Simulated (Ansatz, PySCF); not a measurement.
Potential energy curve for NH (anion, charge -1), lowest doublet found (which spin is the ground state isn't settled by this scan).

Methods: UHF/LANL2DZ = PySCF with unrestricted Hartree-Fock/LANL2DZ; ROHF/aug-cc-pVDZ (Ansatz, a program for electronic structure); FCI = full CI/aug-cc-pVDZ, frozen core (Ansatz).

Total energies in hartree (comparable only within one method and basis):

| R / Å | UHF/LANL2DZ | ROHF | FCI |
|---|---|---|---|
| 0.74 | -54.73508 | -54.78646 | -54.97119 |
| 0.80 | -54.79688 | -54.84549 | -55.03256 |
| 0.84 | -54.82471 | -54.87158 | -55.06018 |
| 0.89 | -54.84849 | -54.89326 | -55.08377 |
| 0.92 | -54.85819 | -54.90173 | -55.09337 |
| 0.96 | -54.86700 | -54.90889 | -55.10205 |
| 1.01 | -54.87288 | -54.91270 | -55.10774 |
| 1.03 | -54.87398 | -54.91297 | -55.10876 |
| 1.07 | -54.87452 | -54.91183 | -55.10911 |
| 1.11 | -54.87330 | -54.90892 | -55.10766 |
| 1.16 | -54.86997 | -54.90349 | -55.10402 |
| 1.22 | -54.86421 | -54.89523 | -55.09780 |
| 1.27 | -54.85850 | -54.88748 | -55.09167 |
| 1.37 | -54.84631 | -54.87112 | -55.07820 |
| 1.49 | -54.83330 | -54.85193 | -55.06184 |
| 1.63 | -54.82208 | -54.83197 | -55.04429 |
| 1.82 | -54.81186 | -54.81004 | -55.02442 |
| 2.02 | -54.80501 | -54.79274 | -55.00840 |
| 2.25 | -54.80020 | -54.77840 | -54.99517 |
| 2.54 | -54.79692 | -54.76616 | — |
| 2.95 | -54.79492 | -54.75565 | — |
| 3.49 | -54.79405 | — | — |

Dashes: no converged value, or the column stops at the first point that the program doubted or that broke a chosen test of continuity, which isn't proof of a fault.

The unrestricted determinant behind UHF/LANL2DZ is spin-contaminated at 1.49 to 3.49 Å (<S²> up to 1.8, against 0.75 for a pure doublet). Where the anion isn't bound against loss of the electron, the finite basis alone holds it. Also computed but left out beside FCI, since their determinant holds another spin at the minimum (<S²> over 0.7 above the pure value): UHF, UMP2, UCCSD, UCCSD(T), UCCSDT, UCCSDT(Q).
